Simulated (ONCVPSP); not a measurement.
**An all-electron radial function and its pseudo partner (niobium (Nb))**

Columns: radius, all-electron u(r) and pseudo u(r) of the 4s shell (level -75.83 eV) of niobium in the configuration [Ar] 3d10 4s2 4p6 4d3; PBEsol, scalar-relativistic, ONCV scheme, ONCVPSP 4.0.1.

```csv
r (bohr),all-electron,pseudo
0.088,0.3367,0.0543
0.175,0.0676,0.1168
0.262,-0.4433,0.1949
0.350,-0.5742,0.2929
0.438,-0.3716,0.4087
0.525,-0.0264,0.5349
0.612,0.3311,0.6641
0.700,0.6354,0.7871
0.788,0.8576,0.8920
0.875,0.9964,0.9697
0.962,1.0653,1.0165
1.050,1.0787,1.0309
1.138,1.0510,1.0144
1.225,0.9959,0.9724
1.312,0.9240,0.9113
1.400,0.8424,0.8367
1.487,0.7586,0.7567
1.575,0.6751,0.6746
1.662,0.5962,0.5962
1.750,0.5219,0.5219
1.838,0.4541,0.4540
1.925,0.3936,0.3935
2.012,0.3396,0.3396
2.100,0.2914,0.2913
2.188,0.2491,0.2491
2.275,0.2127,0.2127
```

(1) How many radial nodes do the two functions have?

(2) At about which radius was the pseudo-wave matched?

(3) Where does each function peak?

(4) Is the pseudo-wave norm-conserving?

Results:

(1) The all-electron 4s function has n − l − 1 = 3 (the table is too coarse to show those close to the nucleus); the pseudo-wave has 0, since the states of the same l below it are removed with the core.

(2) 1.75 bohr. The columns agree to 0.0005 from 1.66 bohr on; several derivatives are matched, so the curves merge somewhat inside the radius.

(3) Outermost all-electron maximum near 1.05 bohr, pseudo maximum near 1.05 bohr (to the table’s step).

(4) Yes: the ONCV scheme keeps the norm inside the radius equal to the all-electron one, which fixes the energy derivative of the logarithmic derivative at the level.
